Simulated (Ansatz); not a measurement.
System: sum formula Si₂H₄F, net charge -1, singlet state. It need not be the lowest isomer of its formula. Whether it binds its extra electron was not tested at this geometry. 
Geometry from a B3LYP-D3(BJ)/def2-TZVP (Ansatz, a program for electronic structure) optimisation:
SMILES: F[SiH-][SiH3]
```xyz
7

F      1.5093    -0.9017     0.5510
Si     0.8655     0.2191    -0.5511
Si    -1.4596     0.2052     0.1277
H      1.0815     1.5056     0.2818
H     -1.9096     0.3329     1.5651
H     -2.1913     1.3359    -0.5519
H     -2.2462    -0.9993    -0.3253
```
Charge -1, spin multiplicity 1.

Total electronic energies in hartree. Cores are frozen in the correlated levels unless marked. Spin-orbit coupling is left out. Non-relativistic. Basis-set limits of correlation are two-point, X^-3; Hartree-Fock from the larger set.

| level | program | energy (Eh) |
|---|---|---|
| HF/cc-pV(T+d)Z | Ansatz | -679.73433 |
| HF/cc-pwCVTZ | Ansatz | -679.73617 |
| revPBE-D4/def2-TZVPD | Ansatz + dftd4 | -681.22366 |
| B97M-V/def2-TZVPD | Ansatz | -681.18011 |
| BHLYP-D4/def2-TZVPD | Ansatz + dftd4 | -681.32657 |
| LC-wPBE-D3(BJ)/def2-TZVPD | Ansatz + dftd3 | -681.12532 |
| LC-wPBE/def2-TZVPD | Ansatz | -681.12035 |
| wB97X-V/def2-TZVPD | Ansatz | -681.23052 |
| B2PLYP-D3(BJ)/def2-TZVPD | Ansatz + dftd3 | -681.06147 |
| MP2/STO-3G | Ansatz | -671.48003 |
| SCS-MP2/aug-cc-pV(T+d)Z | Ansatz | -680.28088 |
| SCS-MP2/cc-pV(5+d)Z | Ansatz | -680.35015 |
| CCSD(T)/cc-pV(Q+d)Z | Ansatz | -680.37045 |
| CCSD(T)/cc-pV(5+d)Z | Ansatz | -680.38965 |
| CCSD(T)/CBS(aug-cc-pV(T+d)Z,aug-cc-pV(Q+d)Z) | Ansatz | -680.4028 |

Totals of different functionals don't rank their quality; only differences between species are comparable.
